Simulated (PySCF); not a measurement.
Bromine: a sound run and one with changed settings

Sound run: Br⁺ [Ar] 3d10 4s2 4p4, Br²⁺ [Ar] 3d10 4s2 4p3. All numbers are calculated (PySCF 2.14, no relativity, point nucleus, in def2-TZVP (6s5p4d1f, 48 functions)). In the sound run the correlated levels freeze [Ar] 3d10. The sound run starts from symmetry-adapted Hartree-Fock orbitals and uses a fine grid where one is needed.

Changed run: basis STO-3G. This setting is unsound on purpose.

```csv
species,method,sound run (hartree),changed run (hartree),converged
Br⁺,UHF,-2572.00262,-2544.32459,yes
Br⁺,M06-L,-2573.59189,-2545.66624,yes
Br⁺,TPSS,-2573.58066,-2545.51395,yes
Br⁺,MP2,-2572.10699,-2544.32459,yes
Br²⁺,UHF,-2571.25806,-2543.59590,yes
Br²⁺,M06-L,-2572.81196,-2544.88317,yes
Br²⁺,TPSS,-2572.79348,-2544.73400,yes
Br²⁺,MP2,-2571.33760,-2543.59590,yes
```

Ionisation energy of Br⁺:

```csv
method,sound run (eV),changed run (eV)
UHF,20.261,19.828
M06-L,21.223,21.308
TPSS,21.420,21.224
MP2,20.936,19.828
SCS-MP2,21.005,19.828
```

A minimal basis cannot let orbitals breathe on ionisation and holds almost no correlation.

For comparison, NIST gives 21.591 eV between the lowest levels.
